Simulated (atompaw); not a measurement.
An all-electron radial function and its pseudo partner (H)

Columns: radius, all-electron u(r) and pseudo u(r) of the 1s shell (level -6.49 eV) of hydrogen in the configuration 1s1; PBE, scalar-relativistic, PAW (atompaw) scheme, atompaw 4.2.0.5.

```tsv
r (bohr)	all-electron	pseudo
0.054	0.0982	0.0648
0.108	0.1859	0.1288
0.162	0.2638	0.1916
0.215	0.3317	0.2512
0.269	0.3928	0.3094
0.323	0.4464	0.3645
0.377	0.4932	0.4160
0.431	0.5339	0.4636
0.485	0.5688	0.5069
0.538	0.5982	0.5450
0.592	0.6235	0.5793
0.646	0.6446	0.6090
0.700	0.6618	0.6341
0.754	0.6756	0.6548
0.808	0.6863	0.6713
0.862	0.6942	0.6839
0.915	0.6995	0.6927
0.969	0.7026	0.6985
1.023	0.7037	0.7013
1.077	0.7029	0.7017
1.131	0.7005	0.7000
1.185	0.6967	0.6965
1.238	0.6917	0.6916
1.292	0.6854	0.6854
1.346	0.6781	0.6781
1.400	0.6699	0.6699
```

(1) How many radial nodes do the two functions have?

(2) Is the pseudo-wave norm-conserving?

Answers

(1) The all-electron 1s function has n − l − 1 = 0; the pseudo-wave has 0.

(2) No, it belongs to a PAW set: the norm inside the radius is not constrained, and the difference is carried by the augmentation charge.
